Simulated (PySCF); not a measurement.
formamidinium (CH₅N₂), SMILES NC=[NH2+], charge +1. The structure is a stationary point at PBE-D3(BJ)/def2-TZVP. Other conformers were not sampled.

Task: Give the equilibrium geometry at PBE-D3(BJ)/def2-TZVP (PySCF confirms it by a frequency run) as a Z-matrix, and its point group. (An estimate is asked for; the answer gives what the named calculation found.)

Result: One answer among several that fit: point group C2v.
```
C
N 1 1.3148
N 1 1.3148 2 125.36
H 2 1.0169 1 119.87 3 180.00
H 3 1.0169 1 119.87 2 180.00
H 2 1.0190 4 116.96 1 180.00
H 3 1.0190 5 116.96 1 180.00
H 1 1.0925 2 117.32 4 0.00
```
Charge +1, spin multiplicity 1.
